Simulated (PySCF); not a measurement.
## TDDFT excited states: C5H14N2

Species: C5H14N2.
Geometry (GFN2-xTB, Å), atoms numbered from 1 in this order:
```xyz
21
C5H14N2 angstrom
C     -2.134    1.199   -0.122
C     -2.021   -0.236    0.378
C     -1.142   -1.108   -0.537
N      0.240   -0.710   -0.690
C      1.073   -0.857    0.485
C      2.427   -0.201    0.225
N      2.247    1.235    0.059
H     -1.161    1.686   -0.132
H     -2.536    1.218   -1.134
H     -2.795    1.777    0.522
H     -1.615   -0.239    1.392
H     -3.014   -0.687    0.422
H     -1.146   -2.136   -0.159
H     -1.583   -1.116   -1.539
H      0.303    0.251   -1.010
H      1.211   -1.927    0.677
H      0.636   -0.405    1.394
H      2.834   -0.593   -0.710
H      3.117   -0.461    1.044
H      1.923    1.649    0.929
H      3.126    1.678   -0.184
```

Computed, not measured: TDDFT PBE0/def2-SVPD, vertical, gas phase, core orbitals frozen in the response (PySCF 2.14.0, density-fitted response routines).

| state | E (eV) | ν̃ (cm⁻¹) | f | \|μ\| (D) | main configurations (H = HOMO, L = LUMO) |
| --- | --- | --- | --- | --- | --- |
| S1 | 5.69 | 45860 | 0.0066 | 0.55 | H→L (96%) |
| S2 | 6.20 | 50030 | 0.013 | 0.73 | H→L+1 (78%), H-1→L (12%) |
| S3 | 6.32 | 51010 | 0.0053 | 0.47 | H→L+2 (89%) |
| S4 | 6.46 | 52130 | 0.011 | 0.66 | H-1→L (74%), H→L+1 (11%), H-1→L+1 (8%) |
| S5 | 6.50 | 52400 | 0.014 | 0.76 | H→L+3 (93%) |
| S6 | 7.15 | 57690 | 0.0036 | 0.36 | H→L+4 (86%) |

Triplets (Tamm–Dancoff): T1 5.58 eV, H→L (93%); T2 6.04 eV, H-1→L (44%), H→L+1 (40%).

The lowest singlet comes at 218 nm (549 kJ/mol) in the ultraviolet; it is weak; its leading configuration is HOMO→LUMO (96%). The strongest level in the table is S5 at 6.50 eV (191 nm, f = 0.014). Löwdin shares by element: HOMO nitrogen 55% or more, carbon 24% or more (atoms not listed hold the other 21%); LUMO hydrogen 23% or more, carbon 11% or more, nitrogen 9% or more (atoms not listed hold the other 57%). Orbital energies (eV): HOMO-3 -9.30, HOMO-2 -9.23, HOMO-1 -7.10, HOMO -6.05, LUMO 0.68, LUMO+1 1.14, LUMO+2 1.35. Weighted by f, the mean energy of these states is 6.35 eV. Of the 6 states listed, 3 reach f = 0.01 and none stays under 0.0005. No computed singlet lies in the visible range (380 to 750 nm); the lowest, at 218 nm, stands 2.42 eV above its violet end (3.26 eV). The window holds the lowest 6 singlets.

Cost: about 1.9 min of CPU time on one thread; the machine was shared, so the figure is rough.

One conformer stands for the species.
